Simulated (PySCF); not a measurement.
BaCl2, SMILES [Cl][Ba][Cl].

Geometry optimised at B3LYP-D3(BJ)/def2-TZVP. The isomer is the one that the SMILES or the coordinates give; other isomers of the formula were not compared. The def2 effective core potentials stand for the cores of Ba; spin–orbit coupling is left out.

Level of theory: PySCF with PBE/def2-TZVPD.

The molecule is in vacuum.

The total energy is -945.73895 hartree and the point group is C2v. The highest occupied level is -6.29 eV, the lowest empty level comes out as -2.46 eV and the orbital gap comes out as 3.83 eV. The dipole moment comes out as 7.02 D. The quadrupole, principal values (traceless, Buckingham form, about the centre of nuclear charge) is -33.24, 15.54, 17.70 D·Å. The mean static polarisability comes out as 74.2 bohr³ (10.99 Å³). The polarisability, principal values comes out as 55.7, 63.1, 103.7 bohr³.
